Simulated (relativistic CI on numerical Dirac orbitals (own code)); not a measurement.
Spin-allowed bands of a d2 ion in an octahedral site, by hand

Problem. Take Δ = 7650 cm⁻¹ and B = 780 cm⁻¹ for a d2 ion in an octahedral site. Calculate the three spin-allowed bands.

Working.
1. The terms of highest spin are 3F (energy 0) and 3P (15B = 11700 cm⁻¹). Here the F term splits into A2 at +1.2Δ = 9180, T2 at +0.2Δ = 1530 and T1 at −0.6Δ = -4590 cm⁻¹.
2. The two T1 states mix through the element 0.4Δ: H = [[-4590, 3060], [3060, 11700]], with roots ½(H₁₁ + H₂₂) ∓ ½√[(H₂₂ − H₁₁)² + 4H₁₂²] = ½(7110) ∓ ½(17402) = -5146 and 12256 cm⁻¹.
3. The ground term is 3T1 at -5146 cm⁻¹.
4. Bands: 3T2 6676 cm⁻¹ (1498 nm), 3A2 14326 cm⁻¹ (698 nm), 3T1(P) 17402 cm⁻¹ (575 nm).

Check. Exact diagonalisation of the whole d2 shell with these parameters gives 3T2 6676, 3A2 14326, 3T1 17402 cm⁻¹. The match is exact, since without spin-orbit coupling no other term has this spin. The ratio of the second band to the first, 2.146, depends on Δ/B = 9.8 alone, which is how a Tanabe-Sugano diagram is read.
